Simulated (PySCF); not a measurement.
Geometry:
```
atom   x (Å)   y (Å)   z (Å)
  C1  -0.462   1.948  -0.613
  C2  -0.210   1.022   0.594
  B3   1.243   1.383   1.078
  C4   2.454   0.494   0.650
  C5   2.108  -0.947   0.273
  C6   0.797  -1.046  -0.498
  C7  -0.392  -0.479   0.282
  C8  -1.717  -0.799  -0.400
  H9  -1.506   1.887  -0.960
 H10  -0.268   3.002  -0.356
 H11   0.182   1.698  -1.471
 H12  -0.940   1.316   1.370
 H13   1.432   2.430   1.664
 H14   2.807   1.045  -0.252
 H15   3.307   0.559   1.346
 H16   2.924  -1.412  -0.305
 H17   2.016  -1.546   1.196
 H18   0.890  -0.518  -1.466
 H19   0.595  -2.100  -0.754
 H20  -0.398  -0.997   1.260
 H21  -1.747  -0.414  -1.431
 H22  -1.880  -1.887  -0.454
 H23  -2.568  -0.360   0.146
```

Geometry: PBE0-D3(BJ)/def2-SVP; GIAO absolute shieldings from PySCF, gas phase, non-relativistic, averaged over equivalent atoms.

At wB97X-D/pcSseg-1 (211 basis functions, 65 s wall time on 1 thread of an Intel Xeon, shared host):
| atoms | σ (ppm) |
| --- | --- |
| C7 | 151.0 |
| C2 | 152.8 |
| C6 | 153.5 |
| C4 | 158.1 |
| C5 | 158.7 |
| C8 | 162.5 |
| C1 | 179.1 |
| B3 | 18.8 |
| H13 | 24.16 |
| H15 | 29.52 |
| H16 | 29.68 |
| H12 | 29.91 |
| H20 | 30.00 |
| H17 | 30.06 |
| H18 | 30.19 |
| H19 | 30.20 |
| H21/H22/H23 | 30.38 |
| H9/H10/H11 | 30.68 |
| H14 | 30.81 |

Q: What do these become at PBE0/pcSseg-1?

A: 
| atoms | σ at PBE0/pcSseg-1 | change |
| --- | --- | --- |
| C7 | 150.2 | -0.8 |
| C2 | 150.7 | -2.1 |
| C6 | 153.0 | -0.5 |
| C4 | 156.0 | -2.1 |
| C5 | 157.8 | -0.9 |
| C8 | 162.5 | +0.0 |
| C1 | 179.3 | +0.2 |
| B3 | 13.8 | -5.0 |
| H13 | 23.79 | -0.37 |
| H15 | 29.27 | -0.25 |
| H16 | 29.50 | -0.18 |
| H12 | 29.66 | -0.25 |
| H20 | 29.78 | -0.22 |
| H17 | 29.86 | -0.20 |
| H18 | 30.01 | -0.18 |
| H19 | 30.05 | -0.15 |
| H21/H22/H23 | 30.27 | -0.11 |
| H9/H10/H11 | 30.56 | -0.12 |
| H14 | 30.62 | -0.19 |

The largest change is at B3 (boron bonded to 2 C, H, in a 6-membered ring). Cost: 211 basis functions, 66 s wall time on 1 thread of an Intel Xeon, shared host. The order of the carbon signals is the same at both levels.

A carbon bonded to boron is broadened by the quadrupolar boron nucleus and is often missing from a measured spectrum.
